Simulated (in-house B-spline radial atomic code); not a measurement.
Radial electron density of S V (S4+), [Ne] 3s2. Computed with an all-electron radial atomic-structure program (B-spline basis): scalar-relativistic (X2C) TPSSh, spin-polarised, spherical fractional occupations, exact exchange averaged over the configuration, Fermi nucleus of rms radius 3.2611 fm.

Columns: r (bohr), 4πr²n(r) (electrons per bohr), bar.

```
 0.00362   0.4408 #
 0.00432   0.6075 #
 0.00515   0.8325 ##
 0.00615    1.139 ###
 0.00734    1.547 ####
 0.00877    2.092 #####
  0.0105    2.814 #######
  0.0125    3.714 #########
  0.0149    4.853 ############
  0.0178    6.273 ###############
  0.0213    7.986 ###################
  0.0254    9.914 ########################
  0.0303    12.02 #############################
  0.0362    14.16 ##################################
  0.0432    16.11 #######################################
  0.0515     17.6 ##########################################
  0.0615    18.37 ############################################
  0.0734    18.19 ############################################
  0.0876    17.06 #########################################
   0.105    15.21 ####################################
   0.125    13.32 ################################
   0.149    12.04 #############################
   0.178    11.98 #############################
   0.212    13.26 ################################
   0.254     15.4 #####################################
   0.303    17.17 #########################################
   0.361    17.47 ##########################################
   0.431    15.73 ######################################
   0.515    12.28 #############################
   0.615    8.229 ####################
   0.734    4.845 ############
   0.876    2.848 #######
    1.05    2.095 #####
    1.25    1.913 #####
    1.49    1.648 ####
    1.78    1.123 ###
    2.12   0.5728 #
    2.53   0.2083 
    3.03  0.05034 
    3.61 0.008055 
    4.31 0.0007406 
    5.15 3.705e-05
```

On this grid the curve has 2 maxima, near 0.0615, 0.361 bohr.

The 2p up radial function P(r) = rR(r), positive near the nucleus:

| r (bohr) | P |
| --- | --- |
| 0.00362 | 0.001824 |
| 0.00515 | 0.003575 |
| 0.00734 | 0.007019 |
| 0.0105 | 0.01382 |
| 0.0149 | 0.02659 |
| 0.0213 | 0.05122 |
| 0.0303 | 0.096 |
| 0.0432 | 0.1758 |
| 0.0615 | 0.309 |
| 0.0876 | 0.5155 |
| 0.125 | 0.8005 |
| 0.178 | 1.124 |
| 0.254 | 1.389 |
| 0.361 | 1.442 |
| 0.515 | 1.197 |
| 0.734 | 0.7404 |
| 1.05 | 0.3042 |
| 1.49 | 0.0764 |
| 2.12 | 0.008923 |
